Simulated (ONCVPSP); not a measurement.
**arsenic (As) ONCV: all-electron and pseudo phase curves**

```json
{"Element": "arsenic (As)", "Generator": "ONCVPSP 4.0.1", "Type": "optimised norm-conserving Vanderbilt (ONCV)", "Functional": "PBE", "Relativity": "scalar-relativistic", "Frozen core": "[Ar]", "Valence charge": "15", "Reference configuration": "3d10 4s2 4p3", "Partial waves": "4s: rc 1.30 bohr, ncon 5, nbas 9, qcut 3.9 1/bohr, 2 projectors, debl 1.3 Ha; 4p: rc 2.10 bohr, ncon 4, nbas 8, qcut 4.3 1/bohr, 2 projectors, debl 2.1 Ha; 3d: rc 0.60 bohr, ncon 5, nbas 8, qcut 16.2 1/bohr, 2 projectors, debl 1.8 Ha", "Local potential": "polynomial inside 0.40 bohr (lpopt 5, dvloc0 0 Ha)", "Core correction": "Teter function, fcfact 5.25, rcfact 1.7"}
```

The phase is arctan(r·R′/R) of the radial function R(r), unwrapped; energies in Ha, scanned from -3 to 5 Ha. A pole is an energy at which the radial function vanishes at the test radius. The pseudo phase is shifted by a multiple of π to meet the all-electron one at the reference energy, and phase errors are pseudo minus all-electron; the curves can meet again beyond the range given. Levels narrower than the energy grid can be missing from the lists of poles.

```tsv
channel	radius (bohr)	reference energy (Ha)	poles, all-electron	poles, pseudo	unbroken range about the reference energy with phases within 0.05 rad	phase error 1 Ha above the reference energy (rad)
s	1.32	-0.53	none	none	the whole range	+0.000
p	2.14	-0.19	1.12	1.12	below 3.3	-0.000
d	0.61	-1.49	none	none	the whole range	-0.000
```

Note: ghosts flagged at negative energy: s at -167.3 eV, p at -238.2 eV; GHOST(+) flagged for s at 367.2 eV. A true bound ghost makes a file unfit for plane-wave use.

Phases in the d channel:

| E (Ha) | all-electron | pseudo |
| --- | --- | --- |
| -2.98 | -0.700 | -0.700 |
| -2.76 | -0.746 | -0.746 |
| -2.54 | -0.790 | -0.790 |
| -2.32 | -0.833 | -0.833 |
| -2.10 | -0.872 | -0.872 |
| -1.88 | -0.910 | -0.910 |
| -1.66 | -0.946 | -0.946 |
| -1.44 | -0.979 | -0.979 |
| -1.22 | -1.011 | -1.011 |
| -1.00 | -1.041 | -1.041 |
| -0.78 | -1.069 | -1.069 |
| -0.56 | -1.096 | -1.096 |
| -0.34 | -1.121 | -1.121 |
| -0.12 | -1.145 | -1.145 |
| 0.10 | -1.168 | -1.168 |
| 0.32 | -1.189 | -1.189 |
| 0.54 | -1.210 | -1.210 |
| 0.76 | -1.229 | -1.229 |
| 0.98 | -1.248 | -1.248 |
| 1.20 | -1.265 | -1.265 |
| 1.42 | -1.282 | -1.282 |
| 1.64 | -1.298 | -1.298 |
| 1.86 | -1.313 | -1.313 |
| 2.08 | -1.328 | -1.328 |
| 2.30 | -1.342 | -1.342 |
| 2.52 | -1.355 | -1.355 |
| 2.74 | -1.368 | -1.368 |
| 2.96 | -1.381 | -1.381 |
| 3.18 | -1.393 | -1.393 |
| 3.40 | -1.404 | -1.404 |
| 3.62 | -1.415 | -1.415 |
| 3.84 | -1.426 | -1.426 |
| 4.06 | -1.436 | -1.437 |
| 4.28 | -1.446 | -1.447 |
| 4.50 | -1.456 | -1.456 |
| 4.72 | -1.466 | -1.466 |
| 4.94 | -1.475 | -1.475 |
